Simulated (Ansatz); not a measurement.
`CN(C)[Si]Br` + HCl → `Cl[Si]Br` + `CNC` at 298.15 K and 1 bar (ligand exchange at the Si–N bond).

Isolated molecules relaxed with PBE0-D4/def2-TZVP in Ansatz; ΔE leaves out vibrations. CCSD(T)/CBS is the MP2 limit (def2-TZVPP, def2-QZVPP) plus CCSD(T) − MP2 in def2-TZVPP, frozen cores. This one scheme is used for every species. For Br outer-core shells are correlated without core-valence functions, which leaves a few kJ/mol of doubt a bond. Scalar relativity is left out up to krypton. One conformer a species, not always the lowest.

```json
{"species": "`CN(C)[Si]Br`", "CCSD(T)/CBS energy (Eh)": "-2996.85389", "H − E (kJ/mol)": "242.2", "S (J/(mol·K))": "353.8"}
{"species": "HCl", "CCSD(T)/CBS energy (Eh)": "-460.38127", "H − E (kJ/mol)": "26.6", "S (J/(mol·K))": "186.8"}
{"species": "`Cl[Si]Br`", "CCSD(T)/CBS energy (Eh)": "-3322.23177", "H − E (kJ/mol)": "19.4", "S (J/(mol·K))": "299.5"}
{"species": "`CNC`", "CCSD(T)/CBS energy (Eh)": "-135.00321", "H − E (kJ/mol)": "256.9", "S (J/(mol·K))": "271.4"}
```

H − E and S are ideal-gas, rigid-rotor, harmonic terms from PBE0-D4/def2-TZVP, for one conformer and one mirror image of each species. 1 Eh = 2625.50 kJ/mol, R = 8.31446 J/(mol·K).

Question: By hand: ΔE, ΔH, ΔS and ΔG.

Answer: ΔE = (-3322.23177) + (-135.00321) − (-2996.85389) − (-460.38127) = 0.00018 Eh = 0.5 kJ/mol. Δ(H − E) = 19.4 + 256.9 − 242.2 − 26.6 = 7.5, so ΔH = 8.0 kJ/mol. ΔS = 299.5 + 271.4 − 353.8 − 186.8 = 30.3 J/(mol·K). ΔG = 8.0 − 298.15 × (30.3)/1000 = -1.0 kJ/mol.

Question: By hand: the equilibrium constant, and the temperature at which ΔG would vanish if ΔH and ΔS stayed fixed.

Answer: log₁₀ K = −ΔG/(RT ln 10) = 0.2. ΔG = 0 at ΔH/ΔS = 264 K, though so small a ΔH makes that figure unsure.

TΔS isn't small against ΔH here. The sign of ΔG lies within the doubt. A doubt of 5 kJ/mol in ΔE shifts log₁₀ K by 0.9 here. Other conformers and mirror images would add mixing entropy, several J/(mol·K) or more a flexible species. These are equilibria of isolated gas molecules and say nothing of rates. Largest T1 diagnostic: 0.012 (customary marks: 0.02 for closed shells, 0.045 for open ones).
